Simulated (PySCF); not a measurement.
# Simulated absorption spectrum

Compound: TiEt(NMe2)3, C₈H₂₃N₃Ti (singlet state).
Structure used (PBE0-D3(BJ)/def2-SVP), in Å, numbered top down from 1:
```
atom  x, y, z in Å
Ti1   -0.127    0.074    0.025
C2    -0.070    0.141    2.143
C3     1.085   -0.563    2.842
H4    -1.041   -0.264    2.488
H5    -0.083    1.219    2.399
H6     1.047   -0.470    3.943
H7     1.102   -1.644    2.623
H8     2.063   -0.164    2.525
N9     1.642   -0.013   -0.606
C10    2.467    1.068   -0.137
C11    2.326   -0.985   -1.407
H12    3.304    0.716    0.500
H13    1.875    1.774    0.473
H14    2.911    1.649   -0.971
H15    1.629   -1.770   -1.736
H16    2.770   -0.531   -2.316
H17    3.155   -1.473   -0.855
N18   -0.977    1.646   -0.567
C19   -2.271    1.839    0.029
C20   -0.543    2.707   -1.427
H21   -2.310    2.737    0.679
H22   -2.541    0.973    0.662
H23   -3.072    1.944   -0.732
H24    0.446    2.478   -1.849
H25   -1.240    2.861   -2.275
H26   -0.470    3.677   -0.891
N27   -1.104   -1.444   -0.503
C28   -0.605   -2.667    0.066
C29   -2.288   -1.589   -1.298
H30   -1.330   -3.142    0.757
H31    0.313   -2.476    0.650
H32   -0.345   -3.414   -0.711
H33   -2.603   -0.614   -1.699
H34   -2.124   -2.267   -2.160
H35   -3.134   -2.010   -0.716
```

Computed, not measured: TDDFT wB97X-D/def2-SVPD, vertical, gas phase, core orbitals frozen in the response in PySCF 2.14.0, density-fitted response routines.

Broadening: Gaussians 0.25 eV wide at half height, area fixed by f = 4.319×10⁻⁹ ∫ε dν̃. The width is an assumption, not a result. The curve ends short of the highest state used, and states not computed would add to its high-energy end.

```tsv
E (eV)	ε (L mol⁻¹ cm⁻¹)
3.77	1
3.81	2
3.85	7
3.88	16
3.92	40
3.96	88
3.99	144
4.03	246
4.07	370
4.10	462
4.14	559
4.17	603
4.21	625
4.25	629
4.28	637
4.32	667
4.36	712
4.39	750
4.43	831
4.47	1066
4.50	1493
4.54	2683
4.58	4897
4.61	7308
4.65	11266
4.69	15289
4.72	17649
4.76	19094
4.80	18224
4.83	16255
4.87	12612
4.91	8760
4.94	6217
4.98	3601
5.02	1901
5.05	1133
```

Task: Where are the band maxima, and which computed states make them?

Result: 260 nm (4.76 eV), ε about 19000, made up of S6 (42%), S7 (47%) and S8 (11%) (ε in L mol⁻¹ cm⁻¹; maxima over ε = 5, shares over 10%). The states used: S1 4.15 eV (f 0.0028); S2 4.19 eV (f 0.0024); S3 4.38 eV (f 0.0024); S4 4.41 eV (f 0.0017); S5 4.43 eV (f 0.0020); S6 4.74 eV (f 0.076); S7 4.76 eV (f 0.083); S8 4.86 eV (f 0.031); S9 5.30 eV (f 0.0071); S10 5.35 eV (f 0.0064); S11 5.53 eV (f 0.018); S12 5.54 eV (f 0.0068); S13 5.56 eV (f 0.012); S14 5.62 eV (f 0.0069); S15 5.65 eV (f 0.0043).

Task: On this curve, what absorbance would a 10⁻⁴ mol/L sample give at 308 nm over a 1 cm path?

Result: 308 nm is 4.025 eV, where ε is about 230 L mol⁻¹ cm⁻¹, so A = ε c l ≈ 0.023 (Beer–Lambert, with the gas-phase spectrum and the assumed width).

Task: What would ε be at 4.76 eV, the highest of these maxima, with half the width (0.125 eV)?

Result: About 34400 L mol⁻¹ cm⁻¹ against 19100, a factor of about 1.8; a lone state at its own centre would give exactly 2.

Task: Coming from long wavelengths, where does ε first pass 100 L mol⁻¹ cm⁻¹?

Result: At about 312 nm (3.97 eV), 0.18 eV below S1.
